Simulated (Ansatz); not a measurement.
Species: sum formula Si2NH6Cl2, charge 1, multiplicity 1. It need not be the lowest isomer of its formula. 
Structure (B3LYP-D3(BJ)/def2-TZVP (Ansatz, a first-principles code) minimum search):
```
N
H 1 1.0243
H 1 1.0244 2 105.28
Si 1 1.8634 2 107.78 3 115.90
H 4 1.4609 1 105.62 2 -70.76
Si 1 1.8957 2 108.54 3 -115.46
H 6 1.4656 1 103.92 2 -86.20
H 6 1.4657 7 115.20 1 112.17
H 6 1.4684 7 114.66 8 136.41
Cl 4 2.0088 5 113.61 1 -113.26
Cl 4 2.0110 5 113.35 1 113.57
```
Charge +1, spin multiplicity 1.

Total electronic energies in hartree. Valence correlation only, unless marked. Spin-orbit coupling is left out. Non-relativistic. Basis-set limits of correlation are two-point, X^-3; Hartree-Fock from the larger set. [CCSD(T)-MP2]/basis is that difference in the basis named.

| level | program | energy (Eh) |
|---|---|---|
| HF/cc-pV(T+d)Z | Ansatz | -1554.82461 |
| HF/cc-pwCVTZ | Ansatz | -1554.82689 |
| HF/cc-pV(Q+d)Z | Ansatz | -1554.84345 |
| RI-HF/cc-pV(Q+d)Z | Ansatz | -1554.84326 |
| revPBE/def2-TZVPD | Ansatz | -1557.38745 |
| PBE0-D3(BJ)/def2-TZVPD | Ansatz + dftd3 | (withheld) |
| RPA@PBE/cc-pV(Q+d)Z | Ansatz | (withheld) |
| MP2/STO-3G | Ansatz | -1537.74588 |
| MP2/CBS(cc-pV(T+d)Z,cc-pV(Q+d)Z) | Ansatz | -1555.7970 |
| CCSD/cc-pV(D+d)Z | Ansatz | -1555.44831 |
| CCSD/cc-pVTZ | Ansatz | -1555.70960 |
| CCSD(T)/cc-pV(Q+d)Z | Ansatz | -1555.84582 |
| CCSD(T) with core electrons (1s frozen past Ne)/cc-pwCVTZ | Ansatz | -1556.88630 |
| RI-MP2/CBS(cc-pV(T+d)Z,cc-pV(Q+d)Z)+[CCSD(T)-MP2]/cc-pV(D+d)Z | Ansatz | -1555.8816 |
| CCSD(T)/CBS(cc-pV(T+d)Z,cc-pV(Q+d)Z) | Ansatz | -1555.8966 |

Q: Complete the blanks.

A: 
- PBE0-D3(BJ)/def2-TZVPD, energy (Eh): -1557.10242
- RPA@PBE/cc-pV(Q+d)Z, energy (Eh): -1556.34089
